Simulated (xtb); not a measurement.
Harmonic IR lines of one isomer of C10H12Si, unscaled. Method: xtb with GFN2-xTB.

wavenumber (cm⁻¹): 543 (w), 561 (w), 569 (w), 738 (vw), 766 (w), 783 (m), 792 (m), 805 (s), 1608 (w), 2225 (s), 2250 (vs), 3025 (w), 3078 (w), 3086 (m), 3092 (w), 3098 (vw), 3123 (w)

Q: Identify which structure gives these lines.
A) `C=C/C=C\c1ccc([SiH3])cc1`
B) `C=C/C([SiH3])=C/c1ccccc1`
C) `C=C/C=C/c1cccc([SiH3])c1`
D) `C=C/C([SiH3])=C\c1ccccc1`

A: D, `C=C/C([SiH3])=C\c1ccccc1`
